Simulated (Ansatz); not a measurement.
A structure relaxed at r2SCAN-D4/def2-SVP in Ansatz, charge 1, singlet:

```xyz
7

Ag    1.543    1.049    1.887
Ag    1.320   -1.268    0.495
Ag   -1.128   -2.395    0.188
Ag   -1.406    1.754   -1.344
Cu   -0.516   -0.588   -1.441
Cu    0.913    1.254   -0.532
Cu   -0.725    0.194    0.747
```

Question: Give its formula and point group.

Answer: Cu₃Ag₄⁺. Point group Cs (tolerance 0.1 Å).

Question: Summarise the bond lengths by kind (pairs closer than 1.2 times the sum of covalent radii, bridged metal pairs left out).

Answer: 10 × Ag–Cu 2.51 to 2.75 Å; 3 × Cu–Cu 2.33 to 2.50 Å; 2 × Ag–Ag 2.71 Å.

In the def2 sets Ag takes a core potential; there is no spin–orbit coupling. The relaxation made no stability test and no search for a lower SCF solution. No other spin state of charge 1 was run. The structure comes from a short search, and lower isomers may exist.
